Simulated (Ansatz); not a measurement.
`COCCOS(=O)(=O)CC(F)(F)C(F)F`, relaxed as a singlet with RKS PBE-D4/def2-SVP in Ansatz, starting from the GFN2-xTB geometry. Force threshold 0.03 eV/Å.

Start:

```xyz
25

C    -0.0943    2.4327   -0.5951
O    -0.3375    1.3963   -1.5326
C    -1.6913    1.1051   -1.7662
C    -2.3937    0.3916   -0.6038
O    -1.8435   -0.8929   -0.3623
S    -0.7321   -1.0620    0.7810
O    -0.9256   -2.3489    1.3442
O    -0.7395    0.0988    1.6089
C     0.7819   -1.1084   -0.2486
C     2.0222   -0.8291    0.5605
F     2.0400    0.4417    1.0237
F     3.1307   -0.9176   -0.2389
C     2.2603   -1.7853    1.7525
F     2.1286   -3.0596    1.3395
F     1.3652   -1.5677    2.7249
H    -0.3160    2.1159    0.4271
H    -0.6799    3.3223   -0.8474
H     0.9668    2.6603   -0.6713
H    -2.2486    2.0266   -1.9911
H    -1.6984    0.4561   -2.6460
H    -3.4471    0.2370   -0.8505
H    -2.3125    0.9777    0.3157
H     0.8266   -2.1037   -0.6813
H     0.6647   -0.3356   -1.0101
H     3.2732   -1.6514    2.1672
```

Task: Estimate the energy that the relaxation releases and the steps that it takes.

Result: 0.37 eV, in 8 steps; 87 s on 4 threads of Intel Xeon on a shared host. No frequencies were taken in this run, so the end may be a saddle point.

Task: Does the start keep its bonding and symmetry?

Result: By distances, no bond broke or formed. The bond that changes most is O5–S6, from 1.60 to 1.67 Å (atoms count from 1).

Task: Predict the relaxed structure.

Result: 
Cartesian coordinates in Å:
```
C -0.101 2.467 -0.617
O -0.333 1.409 -1.539
C -1.695 1.122 -1.795
C -2.420 0.409 -0.659
O -1.879 -0.904 -0.413
S -0.777 -1.083 0.835
O -1.030 -2.418 1.378
O -0.804 0.133 1.669
C 0.751 -1.119 -0.155
C 2.042 -0.859 0.606
F 2.062 0.411 1.104
F 3.068 -0.961 -0.302
C 2.383 -1.825 1.759
F 2.296 -3.102 1.298
F 1.507 -1.657 2.778
H -0.416 2.206 0.417
H -0.621 3.400 -0.940
H 0.990 2.650 -0.608
H -2.261 2.055 -2.040
H -1.705 0.475 -2.697
H -3.482 0.248 -0.940
H -2.403 1.000 0.280
H 0.779 -2.116 -0.629
H 0.631 -0.313 -0.910
H 3.419 -1.629 2.119
```
Bond lengths: 4 × C–F 1.35 to 1.37 Å; 3 × C–O 1.42 to 1.44 Å; 3 × O–S 1.46 to 1.67 Å; 3 × C–C 1.52 to 1.54 Å; 1 × C–S 1.82 Å; 10 × C–H 1.10 to 1.12 Å.
